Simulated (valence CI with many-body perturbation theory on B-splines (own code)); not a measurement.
## Basis-set convergence for Rh XXXII

Computed by configuration interaction combined with many-body perturbation theory (CI+MBPT): four valence electrons over a frozen Dirac-Fock core [Ne], a basis of 9 s, 9 p, 8 d, 6 f, 3 g, 1 h functions for each j, with the one-electron correlation potential Σ1 (screened to all orders), the two-electron term Σ2, the three-electron term Σ3, Breit, model QED; selected single and double excitations, second order for the rest, scaled by the run's own slope (own B-spline code, finite nucleus).

The last digits are not significant, and no measured levels were compared; by estimate large intervals hold to a few tenths of a per cent, small ones and those within an open d or f shell to about a per cent.

The reference run has the lowest level (3s^2 3p1/2^2) J=0 and an ionisation energy of 1849.32 eV. Its largest variational space holds 20219 state functions.

Levels are named by their leading jj configuration (3d3/2^4 stands for four electrons in 3d with j = 3/2), which in mixed levels can hold well under half, so a name can repeat and another be missing. Letters in brackets count levels of one name in rising energy.

Changed runs:
A. basis 6 s, 6 p, 5 d, 3 f, 1 g
B. basis 5 s, 5 p, 4 d, 2 f

Excitation energies of the reference run in cm⁻¹, and shifts in cm⁻¹:

| Level | Reference | A | B |
| --- | --- | --- | --- |
| (3s^2 3p1/2 3p3/2) J=1 | 233718 | -71 | -200 |
| (3s^2 3p1/2 3p3/2) J=2 | 273326 | +20 | +117 |
| (3s^2 3p3/2^2) J=2 | 536253 | -12 | +31 |
| (3s^2 3p3/2^2) J=0 | 627052 | +109 | +365 |
| (3s 3p1/2^2 3p3/2) J=2 | 840938 | -164 | -496 |
| (3s 3p1/2^2 3p3/2) J=1 | 970850 | +5.8 | +43 |
| (3s 3p1/2 3p3/2^2) J=2 [a] | 1063320 | -131 | -392 |
| (3s 3p1/2 3p3/2^2) J=3 | 1127590 | -57 | -148 |
| (3s^2 3p1/2 3d3/2) J=2 | 1149790 | +118 | +227 |
| (3s 3p1/2 3p3/2^2) J=0 | 1215330 | +15 | +105 |
| (3s 3p1/2 3p3/2^2) J=1 [a] | 1238590 | +12 | +73 |
| (3s 3p1/2 3p3/2^2) J=2 [b] | 1272260 | +121 | +349 |
| Ionisation energy (eV) | 1849.32 | -0.029 | -0.09 |
